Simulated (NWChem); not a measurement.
# C₄H₃NO; SMILES C1C(C=NC=1)=O

```xyz
9

O     -0.0688     2.0133     0.0000
C      0.0032     0.8137     0.0000
C      1.1930    -0.0802     0.0000
C      0.6964    -1.3255     0.0000
N     -0.7498    -1.3835     0.0000
C     -1.1629    -0.1799     0.0000
H      2.2295     0.2491     0.0000
H      1.2395    -2.2719     0.0000
H     -2.2206     0.1028     0.0000
```
Atoms are numbered in this order, from 1.

Level: PBE0/def2-SVP (NWChem), optimised geometry, unscaled harmonic frequencies. 

```csv
frequency (cm⁻¹),IR intensity (km/mol)
218,7.3
439,21.1
456,8.5
668,2.0
674,5.5
769,1.8
803,15.6
897,4.3
916,28.9
979,10.3
991,0.0
1092,2.9
1177,36.5
1270,0.3
1334,44.9
1640,7.3
1722,34.9
1888,174.5
3218,1.6
3254,5.1
3296,1.9
```

```json
{
  "zero_point_energy": "39.6 kcal/mol",
  "thermal correction to the enthalpy at 298.15 K (with zero-point energy)": "43.0 kcal/mol",
  "heat capacity Cv": "16.3 cal/(mol K)",
  "entropy at 298.15 K and 1 atm (symmetry number 1)": "70.1 cal/(mol K)",
  "dipole_moment": "1.35 D"
}
```

Rigid rotor and harmonic oscillator.
